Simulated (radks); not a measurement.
The numbers below are computed, except where a source is named.
Re27+, configuration [Kr] 4d10 4f2. Level of theory: Dirac Kohn-Sham, PBE, spin-unpolarised, spherical densities, finite nucleus; open shells fill j = l - 1/2 first; Fermi nuclear charge, rms radius 5.3698 fm (a radial shooting solver on a logarithmic mesh with Libxc functionals).

Spin-orbit splittings of the eigenvalues, e(l+1/2) - e(l-1/2), with zeta = 2 splitting/(2l+1) and mean radii in bohr:

shell  occ.  splitting (eV)  zeta (eV)  <r> j=l-1/2  <r> j=l+1/2
2p        6            1439      959.1      0.06249      0.07057
3p        6           314.3      209.6       0.1865       0.2011
3d       10           68.09      27.23       0.1759       0.1804
4p        6           85.17      56.78       0.4193       0.4451
4d       10           17.27      6.909       0.4424       0.4500
4f        2           4.333      1.238       0.4312       0.4344
5p        0           29.91      19.94       0.7931       0.8287
